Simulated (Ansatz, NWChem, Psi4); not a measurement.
BClF2 (chlorodifluoroborane): the vertical ionisation energy from total energies

BClF2: 4 atoms, total charge 0, spin state singlet. As SMILES, `FB(F)Cl`. Geometry: relaxed at PBE0-D4/def2-TZVP.

Both states at this one shape; open shells run unrestricted unless said. 1 Eh = 27.2114 eV.

| level | program | singlet BClF2 (Eh) | doublet [BClF2]+ (Eh) |
| --- | --- | --- | --- |
| M06-L/aug-cc-pVDZ | Psi4 | -684.894243 | -684.424711 |
| B3LYP/STO-3G | Ansatz | -676.662718 | -676.266964 |
| wB97M-V/aug-cc-pVDZ | Psi4 | -684.854609 | -684.379264 |
| B2PLYP/aug-cc-pVDZ, 8 core orbitals frozen | NWChem | -684.627394 | -684.155856 |

Problem. Work out the vertical ionisation energy at each level.

Solution. 
1. M06-L/aug-cc-pVDZ: -684.424711 − (-684.894243) = 0.469532 Eh = 12.78 eV.
2. B3LYP/STO-3G: -676.266964 − (-676.662718) = 0.395754 Eh = 10.77 eV.
3. wB97M-V/aug-cc-pVDZ: -684.379264 − (-684.854609) = 0.475345 Eh = 12.93 eV.
4. B2PLYP/aug-cc-pVDZ: -684.155856 − (-684.627394) = 0.471538 Eh = 12.83 eV.

No measured value is set beside it here; the levels span 10.77 to 12.93 eV. Minimal sets are far from the basis-set limit.
